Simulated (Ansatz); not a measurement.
The cluster Be3Se2. The state is a singlet with charge 0. Geometry r2SCAN-D4/def2-SVP; atoms count from 1.

```xyz
5

Be   -0.060   -0.268   -0.864
Be   -0.628    1.067    0.880
Be    0.774   -0.410    1.241
Se   -1.440    1.277   -0.988
Se    1.353   -1.666   -0.269
```

The structure comes from a short search, and lower isomers may exist.

Estimate the Mulliken populations from the PBE0/def2-TZVP orbitals of Ansatz.


```csv
atom,charge (e)
Be1,0.13
Be2,0.02
Be3,0.02
Se4,-0.08
Se5,-0.08
```
Mulliken values and Mayer orders depend strongly on the basis.

And the Mayer bond orders between bonded heavy atoms (over 0.3)?

Be1–Se4 1.12 (2.08 Å); Be1–Se5 1.12 (2.08 Å); Be2–Be3 0.90 (2.07 Å); Be2–Se4 1.33 (2.05 Å); Be3–Se5 1.33 (2.05 Å).
